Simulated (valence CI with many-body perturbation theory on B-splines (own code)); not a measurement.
The numbers below are computed, except where a source is named.
**Basis-set convergence for Nd29+**

Method: configuration interaction combined with many-body perturbation theory (CI+MBPT): three valence electrons over a frozen Dirac-Fock core [Ar] 3d10, a basis of 9 s, 9 p, 8 d, 6 f, 3 g, 1 h functions for each j, with the one-electron correlation potential Σ1 (screened to all orders), the two-electron term Σ2, the three-electron term Σ3, Breit, model QED; selected single and double excitations, second order for the rest, scaled by the run's own slope (own B-spline code, finite nucleus).

The last digits are not significant, and no measured levels were compared; by estimate large intervals hold to a few tenths of a per cent, small ones and those within an open d or f shell to about a per cent.

The reference run has the lowest level (4s^2 4p1/2) J=1/2 and an ionisation energy of 1093.39 eV. Its largest variational space holds 8681 state functions.

Levels are named by their leading jj configuration (3d3/2^4 stands for four electrons in 3d with j = 3/2), which in mixed levels can hold well under half, so a name can repeat and another be missing. Letters in brackets count levels of one name in rising energy.

Changed runs:
A. basis 6 s, 6 p, 5 d, 3 f, 1 g
B. basis 5 s, 5 p, 4 d, 2 f

Excitation energies of the reference run in cm⁻¹, and shifts in cm⁻¹:

| Level | Reference | A | B |
| --- | --- | --- | --- |
| (4s^2 4p3/2) J=3/2 | 253478 | -19 | -29 |
| (4s 4p1/2^2) J=1/2 | 507346 | -55 | -167 |
| (4s 4p1/2 4p3/2) J=3/2 [a] | 696052 | -159 | -565 |
| (4s 4p1/2 4p3/2) J=5/2 | 741107 | -66 | -178 |
| (4s 4p1/2 4p3/2) J=3/2 [b] | 810122 | +42 | +287 |
| (4s 4p1/2 4p3/2) J=1/2 | 837107 | +86 | +467 |
| (4s 4p3/2^2) J=5/2 | 975331 | -96 | -263 |
| (4s 4p3/2^2) J=3/2 | 1090230 | +65 | +407 |
| (4s 4p3/2^2) J=1/2 | 1091080 | +130 | +730 |
| (4s^2 4d3/2) J=3/2 | 1173330 | +224 | +1240 |
| (4s^2 4d5/2) J=5/2 | 1214490 | +198 | +1150 |
| (4p1/2^2 4p3/2) J=3/2 | 1335230 | -19 | +10 |
| Ionisation energy (eV) | 1093.39 | -0.02 | -0.07 |
